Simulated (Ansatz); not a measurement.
Gas-phase electronic energies from Ansatz, PBE0-D4/def2-TZVP geometries. CCSD(T)/CBS adds triple-zeta CCSD(T) − MP2 to the extrapolated MP2 energy (def2 sets, frozen cores). DFT in def2-TZVPP. For Ge outer-core shells are correlated without core-valence functions, which leaves a few kJ/mol of doubt a bond. Scalar relativity is left out up to krypton. Each species was taken in one conformer, which may not be the lowest.

Reaction (isomerisation): `FC(F)[O][GeH3]` → `O[C](F)(F)[GeH3]`

```
           species  ωB97X-V energy (Eh)
  `FC(F)[O][GeH3]`          -2392.29304
`O[C](F)(F)[GeH3]`          -2392.26182
```

Work out ΔE.

ΔE = (-2392.26182) − (-2392.29304) = 0.03122 Eh = +82.0 kJ/mol. CCSD(T)/CBS gives +79.2 kJ/mol.

Largest T1 diagnostic among the species: 0.012.

From PBE to PBE0 (25 % exact exchange), in def2-TZVPP and without D4, ΔE moves by +6.5 kJ/mol. In def2-TZVPP, CCSD(T) changes the Hartree–Fock value by −20.6 kJ/mol (the triples alone add −2.3 kJ/mol) and MP2 by −17.4 kJ/mol.
